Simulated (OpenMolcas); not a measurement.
Se2+: effect of the active space

- Program: OpenMolcas 26.06
- Method: MS-CASPT2 or its RAS form, IPEA 0.25 Eh, imaginary shift 0.1 Eh
- Basis: ANO-RCC-VQZP
- Scalar Hamiltonian: DKH2, point nucleus
- Spin-orbit coupling: state interaction with AMFI integrals over the reference wave functions, term energies averaged over their components

A. 4 electrons in 4 orbitals (4s 4p); 2S+1 = 3 even, 6 roots; 2S+1 = 1 even, 11 roots; 2S+1 = 5 odd, 1 root; 2S+1 = 3 odd, 9 roots; 2S+1 = 1 odd, 8 roots; closed shells correlated: 3d; CASPT2 step of the order of 7 core-seconds
B. 2 electrons in 9 orbitals (RAS2 4p; RAS3 4d 5s, at most 1 electron); 2S+1 = 3 even, 3 roots; 2S+1 = 1 even, 6 roots; 2S+1 = 3 odd, 18 roots; 2S+1 = 1 odd, 18 roots; closed shells correlated: 3d 4s; CASPT2 step of the order of 29 core-seconds
C. 4 electrons in 9 orbitals (RAS2 4s 4p; RAS3 4d, at most 2 electrons); 2S+1 = 3 even, 6 roots; 2S+1 = 1 even, 12 roots; 2S+1 = 5 odd, 1 root; 2S+1 = 3 odd, 8 roots; 2S+1 = 1 odd, 8 roots; closed shells correlated: 3d; CASPT2 step roughly 29 core-seconds

Energies in eV above 4s² 4p² ³P₀, the measured ground level; measured values from Moore, Atomic Energy Levels, vol. II, NSRDS-NBS 35 (1971 reprint of NBS Circular 467, 1952).

```
      Level       A       B       C  Measured
4s² 4p² ³P₀  0.0000  0.0000  0.0000    0.0000
4s² 4p² ³P₁  0.1901  0.1829  0.1873    0.2159
4s² 4p² ³P₂   0.434   0.431   0.435    0.4881
4s² 4p² ¹D₂   1.535   1.583   1.603    1.6158
4s² 4p² ¹S₀   3.335   3.957   3.476
```

Deviations, from unrounded energies. A percentage is the sum of absolute deviations over the sum of measured energies, with the sign that they share, or ± where signs differ.

| Against measurement | Levels | A | B | C |
| --- | --- | --- | --- | --- |
| mean absolute deviation (cm-1) | 3 | 430 | 330 | 260 |
| fine structure of the ground term (%) | 2 | -11.3 | -12.7 | -11.6 |
| other terms of the ground configuration (%) | 1 | -5.0 | -2.0 | -0.8 |

C lies closest to measurement on these levels and A furthest from it. The largest miss of C in the table is 4s² 4p² ³P₂, by -430 cm-1. The ranking rests on the paired levels alone, and a cruder setting can come out closer through cancelling errors.

Among A to C the level of the table that moves most is 4s² 4p² ¹S₀, by 5000 cm-1 (lowest in A, highest in B). Moves below CASPT2's spread within the term are not significant.

CASPT2 does not keep the components of a term degenerate, so their means are used; among the terms shown or strongly mixed into the levels shown the widest spread is 100 cm-1 (4s² 4p² ¹D, B). Over all roots computed the reference weight is 0.86 to 0.98 in A, 0.90 to 0.97 in B; the roots of lowest weight are the least certain, and an intruder state may touch them. With the s shell closed, the reference lacks s² → p² mixing (holds for B). The run also gave levels led by 4s 4p² 4d, 4s² 4p 4d, which use shells meant for correlation; these and all levels above them are left out (holds for C). Measured partners are found by configuration, term and J. A level has none where our copy of the source lacks it or the pairing is in doubt (some pairs that miss far off the trend of their configuration count as doubtful), and it then counts in no deviation. Levels of configurations outside the active space are missing. Levels that lie high or do not pair safely by name in every column are left out.
